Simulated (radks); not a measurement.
Values are calculated unless marked as measured or tabulated.
Question: Ionisation of the arsenic ion As2+, [Ar] 3d10 4s2 4p1, to As3+, [Ar] 3d10 4s2, under several functionals. Scalar-relativistic Kohn-Sham, spin-polarised, spherical densities, finite nucleus; open shells are filled with parallel spins first; a radial shooting solver on a logarithmic mesh with Libxc functionals. Known Delta-SCF values: HCTH/407 28.125 eV. What does TASK exchange with Perdew-Wang LDA correlation give, and what is its highest occupied eigenvalue?

Answer: 27.844 eV by Delta-SCF; the 4p eigenvalue is -23.501 eV. NIST: 28.35 eV (measured).
